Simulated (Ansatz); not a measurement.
Forces on a displaced structure

CH3GaMg, singlet, displaced at random from a GFN2-xTB minimum.

C1  (-0.178, -0.360, -0.645)
Mg2  (1.178, -1.736, -0.154)
Ga3  (0.618, 0.632, 1.534)
H4  (-1.238, -0.925, -0.787)
H5  (0.062, 0.176, -1.420)
H6  (-0.411, 2.165, 1.858)
(Å)

Program: Ansatz 0.2.0. Basis: def2-TZVPP. Cores are frozen in the correlated methods. Filled d shells of the heavier atoms are correlated. The outer core shell of Li, Na, Mg and K is correlated. The def2 sets are not built for correlating such inner shells, so the correlated values are less sure here.

CCSD(T) forces from the calculation:
```json
{"atom": "C1", "Fx": "-3.474", "Fy": "-4.026", "Fz (eV/Å)": "4.674"}
{"atom": "Mg2", "Fx": "0.626", "Fy": "-0.075", "Fz (eV/Å)": "0.751"}
{"atom": "Ga3", "Fx": "-1.098", "Fy": "0.521", "Fz (eV/Å)": "-0.624"}
{"atom": "H4", "Fx": "2.049", "Fy": "1.585", "Fz (eV/Å)": "0.243"}
{"atom": "H5", "Fx": "0.970", "Fy": "3.346", "Fz (eV/Å)": "-4.740"}
{"atom": "H6", "Fx": "0.927", "Fy": "-1.351", "Fz (eV/Å)": "-0.304"}
```

Question: Which atom feels the largest CCSD(T) force, and how large is it?

Answer: C1, 7.08 eV/Å, along (-0.49, -0.57, 0.66).

Root-mean-square difference of the force components from those of CCSD(T): PBE0-D4 0.106; wB97M-V 0.118; r2SCAN-D4 0.108; PBE-D4 0.127; HSE06-D4 0.104; SPW92 0.230 eV/Å.

The T1 diagnostic stays at or below 0.017. The restricted Hartree–Fock reference is unstable towards an unrestricted one here. These are differences at one structure, and CCSD(T) in triple zeta is itself an approximation.

For scale, one of the runs: CCSD(T)/def2-TZVPP forces, 153 basis functions (an equivalent command: `ansatz run in.yaml --threads 4`). Time: 2.3 min of wall clock on 4 CPU threads; the host was shared. Peak host memory: 2 GiB.
